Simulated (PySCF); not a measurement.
## Correlation energy of Sc⁺ (scandium, charge +1)

[Ar] 3d1 4s1, high-spin 3D determinant. Calculation: PySCF 2.14, in aug-cc-pVDZ-DK; the spin-free X2C one-electron Hamiltonian (Gaussian nucleus). Frozen: [Ar]; 2 electrons correlated.

Total MP2 correlation energy: -2.51 mhartree.

Same-spin part -2.51 and opposite-spin part 0.00 mhartree; SCS-MP2 scales them by 1/3 and 6/5 to -0.84 mhartree.
